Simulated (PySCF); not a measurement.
# Sc¹¹⁺ (scandium, charge +11): Hartree-Fock from Schrödinger to Dirac-Coulomb-Breit

Occupied: 1s1/2, 2s1/2, 2p1/2, 2p3/2. Hartree-Fock calculated with PySCF 2.14 in an even-tempered Gaussian basis (17 s from 0.53 bohr⁻², ratio 2.7; 12 p from 0.63 bohr⁻², ratio 2.7), Gaussian nucleus throughout. NR is non-relativistic, sf-X2C the spin-free one-electron X2C Hamiltonian, X2C adds the bare one-electron spin-orbit term, X2C-SNSO screens it by Boettger's factors, DC is four-component Dirac-Coulomb, and the Gaunt and Breit terms are added at first order (total energies over the DC spinors, levels after relaxing the spinors in that mean field). QED terms are absent. Levels marked empty are virtual spinors of this ion.

```json
{"Hamiltonian": "NR", "E (hartree)": "-713.5799"}
{"Hamiltonian": "sf-X2C", "E (hartree)": "-717.0291"}
{"Hamiltonian": "X2C", "E (hartree)": "-717.0347"}
{"Hamiltonian": "X2C-SNSO", "E (hartree)": "-717.0337"}
{"Hamiltonian": "DC", "E (hartree)": "-717.1154"}
{"Hamiltonian": "DC+Gaunt", "E (hartree)": "-716.8815"}
{"Hamiltonian": "DC+Breit", "E (hartree)": "-716.8998"}
```

```json
{"level (eV)": "1s1/2", "NR": "-4793.8", "sf-X2C": "-4819.8", "X2C": "-4819.8", "X2C-SNSO": "-4819.8", "DC": "-4821.4", "DC+Gaunt": "-4817.6", "DC+Breit": "-4817.7"}
{"level (eV)": "2s1/2", "NR": "-778.37", "sf-X2C": "-783.99", "X2C": "-783.99", "X2C-SNSO": "-783.99", "DC": "-784.13", "DC+Gaunt": "-783.86", "DC+Breit": "-783.87"}
{"level (eV)": "2p1/2", "NR": "-688.36", "sf-X2C": "-689.41", "X2C": "-693.10", "X2C-SNSO": "-692.74", "DC": "-692.76", "DC+Gaunt": "-692.28", "DC+Breit": "-692.33"}
{"level (eV)": "2p3/2", "NR": "-688.36", "sf-X2C": "-689.41", "X2C": "-687.60", "X2C-SNSO": "-687.77", "DC": "-687.86", "DC+Gaunt": "-687.53", "DC+Breit": "-687.59"}
{"level (eV)": "3s1/2 (empty)", "NR": "-247.97", "sf-X2C": "-249.18", "X2C": "-249.18", "X2C-SNSO": "-249.18", "DC": "-249.20", "DC+Gaunt": "-249.15", "DC+Breit": "-249.16"}
{"level (eV)": "3p1/2 (empty)", "NR": "-224.47", "sf-X2C": "-224.83", "X2C": "-225.47", "X2C-SNSO": "-225.41", "DC": "-225.41", "DC+Gaunt": "-225.32", "DC+Breit": "-225.34"}
{"level (eV)": "3p3/2 (empty)", "NR": "-224.47", "sf-X2C": "-224.83", "X2C": "-224.52", "X2C-SNSO": "-224.55", "DC": "-224.56", "DC+Gaunt": "-224.50", "DC+Breit": "-224.51"}
```

Question: How large are the two-electron picture-change error of X2C and the Breit correction in the total energy?

Answer: X2C-1e lies 0.0807 hartree above Dirac-Coulomb; Gaunt adds 0.2339 and the full Breit term 0.2157 hartree.

```csv
interval (eV),X2C,X2C-SNSO,DC,DC+Gaunt,DC+Breit
2p3/2 − 2p1/2,5.496,4.969,4.906,4.748,4.748
3p3/2 − 3p1/2,0.9538,0.8624,0.8525,0.8228,0.8228
```

Weight of the small component: 1s1/2 0.00565, 2s1/2 0.00100, 2p1/2 0.000969, 2p3/2 0.000961, 3s1/2 0.000275, 3p1/2 0.000260, 3p3/2 0.000259.

Koopmans' value for the highest occupied level at DC+Breit: 687.59 eV, against an ionisation energy of 687.36 ± 0.12 eV (measured; NIST Atomic Spectra Database, ionization energies); the former lacks relaxation, correlation, QED and recoil.

The whole ladder took 44 s of wall time on 1 thread of Neoverse-V2 (shared host), launched as `OMP_NUM_THREADS=1 python relrun2.py TASK.json OUT` (a driver that calls PySCF for each Hamiltonian).
